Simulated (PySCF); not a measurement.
Si3PH10NO2

The system: Si3PH10NO2, a molecule drawn to mimic a surface site (built as: Si site whose three back bonds go to OSiH3, NHSiH3, OH; end group PH2); neutral, singlet. The structure, one conformer, was relaxed in the gas phase by PBE0-D3(BJ)/def2-SVP. No frequency run checks that it is a minimum.

SMILES: O[Si](P)(N[SiH3])O[SiH3]

```xyz
17

Si    0.196   -0.306    0.276
O    -0.894   -1.364   -0.386
Si   -0.934   -2.799   -1.225
N    -0.728    1.135    0.518
Si   -0.152    2.709    0.993
O     0.825   -0.856    1.706
P     2.001   -0.194   -1.063
H    -0.156   -2.675   -2.494
H    -2.358   -3.101   -1.544
H    -0.361   -3.906   -0.404
H    -1.658    1.084    0.108
H    -1.138    3.371    1.901
H     1.138    2.503    1.715
H     0.090    3.627   -0.164
H     0.239   -0.771    2.466
H     1.329    0.621   -2.025
H     2.550    0.922   -0.360
```
Atoms count from 1 in this order.

Shieldings: GIAO PBE0/pcSseg-1. Shifts are against computed references at the same level: H TMS (σ 31.27 ppm), Si TMS (σ 352.0 ppm). Core levels by delta-SCF with SCAN, pcX-2 on the ionised atom and pcseg-1 elsewhere, spin-free X2C (2p3/2 is the spin-free 2p value less a third of a first-order spin-orbit splitting); from the vacuum level, for chosen atoms.

Give the NMR and core-level values of the distinct atoms.


| atoms | bonded to | σ (ppm) | δ (ppm) | core level (eV) |
| --- | --- | --- | --- | --- |
| Si1 | 1 N + 2 O + 1 P | 370.7 | -18.7 | 2p3/2 107.73 |
| O2 | 2 Si | 268.6 | - | 1s 537.83 |
| Si3 | 1 O + 3 H | 390.2 | -38.2 | - |
| N4 | 2 Si + 1 H | 229.8 | - | 1s 404.26 |
| Si5 | 1 N + 3 H | 408.7 | -56.7 | - |
| O6 | 1 Si + 1 H | 251.4 | - | 1s 538.45 |
| P7 | 1 Si + 2 H | 588.3 | - | 2p3/2 136.17 |
| H8 H9 H10 | 1 Si | 26.29 | 4.98 | - |
| H11 | 1 N | 30.79 | 0.47 | - |
| H12 H13 H14 | 1 Si | 26.65 | 4.61 | - |
| H15 | 1 O | 29.42 | 1.84 | - |
| H16 | 1 P | 29.87 | 1.40 | - |
| H17 | 1 P | 29.43 | 1.84 | - |

Values are those of this one static structure, with the three H of a rotating XH3 group averaged; atoms that internal rotation interchanges would show their mean in an NMR spectrum.

Which of O2, O6 holds its core electrons tightest, and by how much against the loosest?

O6 (bonded to 1 Si + 1 H), by 0.62 eV over O2 (bonded to 2 Si).

By CAM-B3LYP/def2-SVPD (TDDFT singlets, Tamm-Dancoff triplets, ionisation by delta-SCF), where does absorption start, and what does vertical ionisation take?

The lowest singlet lies at 6.29 eV (f 0.036), the strongest of the first 6 at 7.34 eV (f 0.101), the lowest triplet at 5.72 eV; vertical ionisation takes 9.21 eV.

The 3 runs behind this took 6.4 min in all, one thread each of AMD EPYC 7R43 64-Core on a shared host, launched as `OMP_NUM_THREADS=1 python cluster_run.py task.json out`.
